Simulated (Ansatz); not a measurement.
Basis-set series for `[C-]#[N+]c1ccccc1`. Charge 0, multiplicity 1. The geometry is a stationary point of PBE0-D4/def2-TZVP.

```tsv
functional	basis	functions	energy (Eh)	HOMO (eV)	LUMO (eV)
PBE0-D4	def2-TZVPP	318	-324.19621	-7.61	-1.36
PBE0-D4	def2-QZVPP	606	-324.21254	-7.63	-1.39
ωB97M-V	def2-TZVPP	318	-324.46143	-9.62	0.67
ωB97M-V	def2-QZVPP	606	-324.47636	-9.63	0.61
```

Give the rows for def2-SVP. (Best estimate.)

The calculation gave: 
```json
{"functional": "PBE0-D4", "basis": "def2-SVP", "functions": "137", "energy (Eh)": "-323.84886", "HOMO (eV)": "-7.61", "LUMO (eV)": "-1.26"}
{"functional": "ωB97M-V", "basis": "def2-SVP", "functions": "137", "energy (Eh)": "-324.10008", "HOMO (eV)": "-9.60", "LUMO (eV)": "0.84"}
```

Positive LUMOs are unbound and depend on the basis.

Computed with Ansatz.
